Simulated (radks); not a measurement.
All-electron atom: neutral beryllium in [He] 2s2. Method: Dirac Kohn-Sham, PBE, spin-unpolarised, spherical densities, finite nucleus; Fermi nuclear charge, rms radius 2.519 fm; computed with a radial shooting solver on a logarithmic mesh with Libxc functionals. Some entries of the table are withheld. Estimate them.

| orbital | occ. | eigenvalue (eV) | <1/r> (bohr^-1) | <r> (bohr) |
|---|---|---|---|---|
| 1s1/2 | 2 | -106.2120 | (1) | 0.4208 |
| 2s1/2 | 2 | -5.6097 | 0.5440 | 2.603 |
| 2p1/2 | 0 | -2.0188 | (2) | 3.218 |
| 2p3/2 | 0 | -2.0180 | (3) | 3.219 |

Answer. 
(1) 1s1/2 <1/r> (bohr^-1): 3.662
(2) 2p1/2 <1/r> (bohr^-1): 0.4194
(3) 2p3/2 <1/r> (bohr^-1): 0.4193
